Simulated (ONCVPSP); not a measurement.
# Which change was made? (Gd, ONCV)

Gd (Z = 64), optimised norm-conserving Vanderbilt (ONCV), made with ONCVPSP 4.0.1 (PBEsol, scalar-relativistic). Core [Kr] 4d10, reference 4f7 5s2 5p6 5d1 6s1 (charge +1). Waves: 5s+6s: rc 2.15 bohr, ncon 4, nbas 8, qcut 4.8 1/bohr, 2 projectors; 5p: rc 2.25 bohr, ncon 4, nbas 7, qcut 5.8 1/bohr, 3 projectors, debl 2.7 Ha; 5d: rc 3.35 bohr, ncon 4, nbas 8, qcut 4.9 1/bohr, 2 projectors, debl 2.8 Ha; 4f: rc 0.75 bohr, ncon 4, nbas 9, qcut 17 1/bohr, 2 projectors, debl 2 Ha. Local part: polynomial inside 0.55 bohr (lpopt 5, dvloc0 0 Ha). Core correction: polynomial model core, fcfact 0.3.

Cutoffs, loose and tight: the cutoffs (Ha) at which the residual kinetic energy of the hardest occupied pseudo-wave falls to 1 and 0.1 mHa per electron. They do not see the model core or the augmentation charge, which bear on the density cutoff. Test errors are all-electron minus pseudo excitation energies from the reference, over the configurations 4f7 5s2 5p6 5d1 6s2; 4f7 5s2 5p6 5d1 6s0; 4f7 5s2 5p6 5d0 6s0; 4f7 5s2 5p6 5d0 6s2 6p1; variants that change the core or the reference have their own tests. The largest error is taken over the tests solved by every variant that gives reliable tests at all, those not shown here included: 4f7 5s2 5p6 5d0 6s0; 4f7 5s2 5p6 5d1 6s0; 4f7 5s2 5p6 5d1 6s2.

The base gives: outcome: generated; cutoff, loose: 433 Ha; cutoff, tight: 632 Ha; bound ghosts: s, p, d; GHOST(+) flags above zero: none; largest test error (meV): +9.7.

Task: After one change the result is: outcome: generated; cutoff, loose: 619 Ha; cutoff, tight: 792 Ha; bound ghosts: s, p, d; GHOST(+) flags above zero: f; largest test error (meV): +9.7. Which change was it?
A. f: qcut 25.5
B. f: qcut 10.7
C. f: qcut 19.2
D. f: qcut 14.6

Result: D. The others give: f: qcut 19.2 → outcome: generated; cutoff, loose: 176 Ha; cutoff, tight: 447 Ha; bound ghosts: s, p, d; GHOST(+) flags above zero: none; largest test error (meV): +9.6 | f: qcut 25.5 → outcome: generated; cutoff, loose: 237 Ha; cutoff, tight: 266 Ha; bound ghosts: s, p, d; GHOST(+) flags above zero: none; largest test error (meV): +9.5 | f: qcut 10.7 → outcome: generated; cutoff, loose: 767 Ha; cutoff, tight: 1122 Ha; bound ghosts: s, p, d; GHOST(+) flags above zero: f; largest test error (meV): +9.9.
